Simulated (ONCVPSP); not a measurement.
## An all-electron radial function and its pseudo partner (copper (Cu))

Columns: radius, all-electron u(r) and pseudo u(r) of the 3d shell (level -6.18 eV) of copper in the configuration [Ne] 3s2 3p6 3d10 4s0.5 4p0.5; PBE, scalar-relativistic, ONCV scheme, ONCVPSP 4.0.1.

| r (bohr) | all-electron | pseudo |
| --- | --- | --- |
| 0.078 | 0.0592 | 0.0049 |
| 0.155 | 0.2499 | 0.0368 |
| 0.232 | 0.4807 | 0.1150 |
| 0.310 | 0.6841 | 0.2474 |
| 0.388 | 0.8313 | 0.4242 |
| 0.465 | 0.9214 | 0.6207 |
| 0.542 | 0.9648 | 0.8107 |
| 0.620 | 0.9733 | 0.9689 |
| 0.698 | 0.9573 | 1.0726 |
| 0.775 | 0.9264 | 1.1136 |
| 0.852 | 0.8867 | 1.0976 |
| 0.930 | 0.8419 | 1.0359 |
| 1.008 | 0.7953 | 0.9468 |
| 1.085 | 0.7495 | 0.8504 |
| 1.162 | 0.7049 | 0.7605 |
| 1.240 | 0.6615 | 0.6851 |
| 1.318 | 0.6204 | 0.6271 |
| 1.395 | 0.5822 | 0.5831 |
| 1.472 | 0.5463 | 0.5463 |
| 1.550 | 0.5123 | 0.5123 |
| 1.628 | 0.4805 | 0.4805 |
| 1.705 | 0.4512 | 0.4512 |
| 1.782 | 0.4239 | 0.4239 |
| 1.860 | 0.3981 | 0.3981 |
| 1.938 | 0.3741 | 0.3741 |
| 2.015 | 0.3519 | 0.3519 |

**Question.** How many radial nodes do the two functions have?

**Answer.** The all-electron 3d function has n − l − 1 = 0; the pseudo-wave has 0.

**Question.** At about which radius was the pseudo-wave matched?

**Answer.** 1.50 bohr, where the columns begin to agree (steps of 0.08 bohr).

**Question.** Is the pseudo-wave norm-conserving?

**Answer.** Yes: the ONCV scheme keeps the norm inside the radius equal to the all-electron one, which fixes the energy derivative of the logarithmic derivative at the level.
